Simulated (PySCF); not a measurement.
A run for PySCF: R-BP86/6-31G* on CHN (SMILES C#N).

```python
from pyscf import gto, scf, dft, mp
from pyscf.data.elements import chemcore

mol = gto.M(
    atom='''
    C     0.33629930    0.29153299    0.28050844
    N    -0.60582657   -0.34621066    0.13864775
    H     1.21049486    0.88082344    0.45005079
    ''',
    basis='6-31g*',
    cart=True,
    charge=0, spin=0, verbose=3, max_memory=1800)
mf = dft.RKS(mol, xc='b88,p86')
mf.conv_tol = 1e-8
mf.max_cycle = 100
mf.kernel()
if not mf.converged:
    mf = mf.newton().run(mf.mo_coeff, mf.mo_occ)
```

**Question.** Predict the final total energy.

**Answer.** -93.4195 hartree.
